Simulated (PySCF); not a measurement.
Isomers C$_{7}$H$_{8}$O$_{3}$:

A. `O=C1C(OC)(C)C(=O)C=C1`
B. SMILES O=CO[C@@H]1CCC=CC1=O
C. SMILES C(#CC)CC(=O)OC(C)=O
D. `CO/C=C/C1=CCOC1=O`
E. `COC(=O)c1ccc(C)o1`

Spectrum 1. ¹H NMR (400 MHz, computed): δ 7.13 (s, 2H), 3.36 (s, 3H), 1.47 (s, 3H). ¹³C{¹H} NMR (computed): δ 210.9 (C), 152.6 (CH), 87.6 (C), 55.4 (CH3), 27.4 (CH3).

Spectrum 2. ¹H NMR (400 MHz, computed): δ 7.59 (d, 1H), 6.93 (t, 1H), 5.51 (d, 1H), 4.96 (m, 2H), 3.88 (s, 3H). ¹³C{¹H} NMR (computed): δ 177.6 (C), 162.5 (CH), 136.5 (C), 136.1 (CH), 96.2 (CH), 73.2 (CH2), 56.5 (CH3).

Spectrum 3. ¹H NMR (400 MHz, computed): δ 8.34 (s, 1H), 7.23 (m, 1H), 6.31 (d, 1H), 5.70 (m, 1H), 2.75 (m, 1H), 2.54 (m, 1H), 2.20 (m, 1H), 2.19 (m, 1H). ¹³C{¹H} NMR (computed): δ 196.5 (C), 165.1 (CH), 157.9 (CH), 135.5 (CH), 77.3 (CH), 32.3 (CH2), 30.4 (CH2).

Spectrum 4. ¹H NMR (400 MHz, computed): δ 7.55 (m, 1H), 6.41 (m, 1H), 4.01 (s, 3H), 2.46 (s, 3H). ¹³C{¹H} NMR (computed): δ 165.2 (C), 161.9 (C), 150.7 (C), 129.0 (CH), 116.1 (CH), 53.2 (CH3), 16.8 (CH3).

Spectrum 5. ¹H NMR (400 MHz, computed): δ 3.15 (s, 2H), 2.14 (s, 3H), 2.02 (s, 3H). ¹³C{¹H} NMR (computed): δ 170.3 (C), 167.0 (C), 88.1 (C), 77.1 (C), 30.6 (CH2), 24.2 (CH3), 4.7 (CH3).

[PySCF 2.14: GFN2-xTB structure; PBE0/pcSseg-1 with gauge-including orbitals; gas phase; a single conformation; non-relativistic Hamiltonian; rapidly exchanging positions averaged]

Referencing at the same level of theory: ¹H, ¹³C vs TMS. Where no couplings were computed, multiplicities follow the n + 1 count of equivalent neighbours, and m marks all less simple cases (inequivalent or close neighbours, rings, F or P nearby). Shifts are as computed. Against solution values, carbons near 30 ppm lie about +3 ppm off and those near 130 ppm about +5 ppm. Of 1211 compounds with measured shifts, 218 miss one by over three times the rms of a fit or turn the order of signals round; such compounds aren't used in these exercises.

Task: Which spectrum belongs to which compound?

Result: 1–A, 2–D, 3–B, 4–E, 5–C.

- Spectrum 1 (A): 5 ¹³C signals; δC 210.9 is a ketone carbonyl carbon; δC 152.6 is a β carbon of a C=C–C=O unit.
- Spectrum 2 (D): 7 ¹³C signals; δC 177.6 is an ester carbonyl carbon; δC 162.5 is an alkene carbon bearing oxygen.
- Spectrum 3 (B): 7 ¹³C signals; δC 196.5 is a ketone carbonyl carbon; δC 165.1 is an ester carbonyl carbon.
- Spectrum 4 (E): 7 ¹³C signals; δC 165.2 is an ester carbonyl carbon; δC 129.0 is an aromatic CH.
- Spectrum 5 (C): 7 ¹³C signals; δC 170.3 is an anhydride carbonyl carbon; δC 167.0 is an anhydride carbonyl carbon.
